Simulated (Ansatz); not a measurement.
C2H7BO2S can be A, `CCSB(O)O`, or B, `COB(S)OC`.

Calculated with Ansatz (gas phase, PBE0-D4/def2-TZVP geometries, no zero-point term in ΔE). CBS: MP2 limit from def2 TZ/QZ plus the TZ coupled-cluster correction, frozen cores. DFT in def2-TZVPP. B3LYP here is the variant with VWN-RPA as its local correlation; programs differ in this. Each species was taken in one conformer, which may not be the lowest.

**Question.** Which isomer does CCSD(T)/CBS put lower? Give the gap. (Best estimate.)

**Answer.** The calculation gave: A, by 101.1 kJ/mol.

**Question.** Give E(B) − E(A) in kJ/mol with PBE0-D4, B3LYP, ωB97M-V, HF/def2-TZVPP, B3LYP-D4, CCSD(T)/def2-TZVPP, CCSD/def2-TZVPP. (An estimate is asked.)

**Answer.** Ansatz gave: PBE0-D4 99.8, B3LYP 86.2, ωB97M-V 95.9, HF/def2-TZVPP 78.2, B3LYP-D4 88.3, CCSD(T)/def2-TZVPP 95.3, CCSD/def2-TZVPP 93.3. None reverses the order clearly.

Largest T1 diagnostic: 0.012.

In def2-TZVPP, CCSD(T) changes the Hartree–Fock value by +17.1 kJ/mol (the triples alone add +2.0 kJ/mol) and MP2 by +28.8 kJ/mol.
